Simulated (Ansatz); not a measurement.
`F/C=C1/C[SiH2]1`, relaxed with RKS PBE-D4/def2-SVP in Ansatz from a rough embedded geometry. The force threshold is 0.03 eV/Å; the program also tests the step.

Total charge 0; spin multiplicity 1.

Start:

```xyz
10

F    -2.378   -1.177   -0.116
C    -1.038   -1.369    0.051
C    -0.214   -0.368    0.001
C     1.235   -0.245    0.249
Si   -0.390    1.328   -0.246
H    -0.757   -2.404    0.238
H     1.580    0.173    1.134
H     1.847   -0.099   -0.647
H    -0.101    2.265    0.858
H     0.216    1.898   -1.522
```

| step | energy (eV) | largest force (eV/Å) | largest move (Å) |
| --- | --- | --- | --- |
| 1 | -13765.8300 | 3.071 | 0.000 |
| 2 | -13766.3504 | 1.497 | 0.126 |
| 3 | -13766.7723 | 1.250 | 0.174 |
| 4 | -13766.8863 | 3.054 | 0.195 |
| 5 | -13767.1001 | 0.955 | 0.200 |
| 6 | -13767.1328 | 0.335 | 0.079 |
| 7 | -13767.1379 | 0.161 | 0.048 |
| 8 | -13767.1398 | 0.074 | 0.018 |
| 9 | -13767.1402 | 0.019 | 0.010 |

End:

```xyz
10

F    -2.393   -1.352   -0.130
C    -1.065   -1.399    0.065
C    -0.285   -0.318    0.012
C     1.182   -0.001    0.168
Si    0.044    1.468   -0.221
H    -0.716   -2.429    0.270
H     1.620   -0.080    1.182
H     1.873   -0.368   -0.616
H    -0.301    2.432    0.869
H     0.042    2.047   -1.600
```

Run time 10 s (4 threads of an Arm Neoverse V1 on a shared host); peak host memory 0.13 GiB.
